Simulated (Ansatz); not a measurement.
A run on C2H10N2Ti, SMILES `[CH3][Ti]([CH3])([NH2])[NH2]` with other settings.

```yaml
crystal:
  periodic: [false, false, false]
  atoms:
    - {symbol: C, position_ang: [-1.584064, 0.369591, 0.522827]}
    - {symbol: Ti, position_ang: [0.161938, 0.346866, -0.026795]}
    - {symbol: C, position_ang: [0.974279, -1.576062, 0.587403]}
    - {symbol: N, position_ang: [0.912917, 1.775180, 0.748457]}
    - {symbol: N, position_ang: [-0.087259, 0.268344, -1.915519]}
    - {symbol: H, position_ang: [-2.225579, 1.024925, 0.480923]}
    - {symbol: H, position_ang: [-2.060970, -0.002724, 1.555178]}
    - {symbol: H, position_ang: [-2.544382, -0.731457, 0.111152]}
    - {symbol: H, position_ang: [0.860316, -2.130266, 1.511495]}
    - {symbol: H, position_ang: [2.094259, -1.539732, -0.281757]}
    - {symbol: H, position_ang: [0.717250, -2.536669, -0.190901]}
    - {symbol: H, position_ang: [0.810179, 2.448699, 1.017175]}
    - {symbol: H, position_ang: [2.021563, 1.523700, 0.990236]}
    - {symbol: H, position_ang: [-0.192072, -0.422121, -2.329744]}
    - {symbol: H, position_ang: [0.677855, 0.958765, -2.840992]}
basis:
  gaussian: {orbitals: pcseg-2}
total_charge: -1
magnetization: {spin_polarized: true, initial_magnetization: 1}
hamiltonian: {xc: {name: r2SCAN0}}
output: {forces: true}
```

```sh
$ ansatz run in.yaml --threads 4 --pin off --events-out ev --progress --plain --max-ram 11315MiB
```

It prints (some lines left out):

```
Functional definition: r2SCAN0
1667 factors; their error is unknown
mean field evaluation 1: about -28298.6924 eV, gradient 6.8e1 eV
mean field evaluation 2: about -28253.2739 eV, gradient 1.3e2 eV
mean field evaluation 4: about -28316.7738 eV, gradient 2.0e1 eV
mean field evaluation 8: about -28318.6383 eV, gradient 5.4e-1 eV
mean field evaluation 16: about -28318.6986 eV, gradient 4.5e-2 eV
mean field evaluation 32: about -28318.6991 eV, gradient 7.6e-4 eV
mean field -28318.69912805 eV, -1040.6929978521 hartree, gradient 2.1e-6 eV, S^2 0.769231; 4 other end points of the search recorded, 0 dependent functions left out
reference -28318.69914814 eV, -1040.6929985905 hartree; 30, 29 occupied and 286, 287 virtual orbitals, 1667 factors
Total energy: -28318.69914814 eV, -1040.6929985905 hartree
Atom 0 at    -1.584064     0.369591     0.522827 Å, force    -2.208041    -9.690575     4.164332 eV/Å
Atom 1 at     0.161938     0.346866    -0.026795 Å, force     2.611646    -3.734375    -1.724164 eV/Å
Atom 2 at     0.974279    -1.576062     0.587403 Å, force     1.249974    -2.466292    -5.487028 eV/Å
Atom 3 at     0.912917     1.775180     0.748457 Å, force    10.122463   -27.868839    -9.680534 eV/Å
Atom 4 at    -0.087259     0.268344    -1.915519 Å, force     5.482328    17.891378     3.442482 eV/Å
Atom 5 at    -2.225579     1.024925     0.480923 Å, force    -6.461236     7.479439    -1.600243 eV/Å
Atom 6 at    -2.060970    -0.002724     1.555178 Å, force     2.096252     0.524251    -0.999519 eV/Å
Atom 7 at    -2.544382    -0.731457     0.111152 Å, force     1.782545     1.795147    -0.038079 eV/Å
Atom 8 at     0.860316    -2.130266     1.511495 Å, force     1.504927     0.020259     0.517735 eV/Å
Atom 9 at     2.094259    -1.539732    -0.281757 Å, force    -2.052724     0.048157     3.603499 eV/Å
Atom 10 at     0.717250    -2.536669    -0.190901 Å, force    -0.485518     2.524396     1.715214 eV/Å
Atom 11 at     0.810179     2.448699     1.017175 Å, force    -4.809198    30.243209    12.192559 eV/Å
Atom 12 at     2.021563     1.523700     0.990236 Å, force    -3.368521     0.832431    -0.923356 eV/Å
Atom 13 at    -0.192072    -0.422121    -2.329744 Å, force    -2.577467   -14.937851    -8.945993 eV/Å
Atom 14 at     0.677855     0.958765    -2.840992 Å, force    -2.887430    -2.660734     3.763097 eV/Å
Dipole moment:     0.476964     0.458325     0.047298 e Å
```

It took 65 s on 4 threads of an Arm Neoverse V2 on a shared host, with 1.9 GiB of host memory at the peak.
